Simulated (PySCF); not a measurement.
# Correlation energy of Cu (copper, neutral)

[Ar] 3d10 4s1, 2S determinant. All numbers are calculated (PySCF 2.14, scalar relativity by spin-free X2C-1e, in cc-pVDZ-DK (6s5p3d1f, 43 functions)). Frozen: [Ar]; 11 electrons correlated.

MP2 pair energies summed by pair of shells (mhartree):

```csv
pair,energy,share (%)
3d-3d,-424.89,95.5
3d-4s,-20.00,4.5
```

Total MP2 correlation energy: -444.89 mhartree.

Same-spin part -170.19 and opposite-spin part -274.70 mhartree; SCS-MP2 scales them by 1/3 and 6/5 to -386.37 mhartree.

| level | correlation energy (mhartree) |
| --- | --- |
| CCSD | -385.02 |
| (T) | -11.77 |
| CCSD(T) | -396.79 |

Diagnostics: T1 = 0.022, D1 = 0.0593, largest double amplitude 0.023.

Problem. Is a single reference adequate?

Solution. Yes: T1 lies below 0.03 and no double amplitude reaches 0.07.
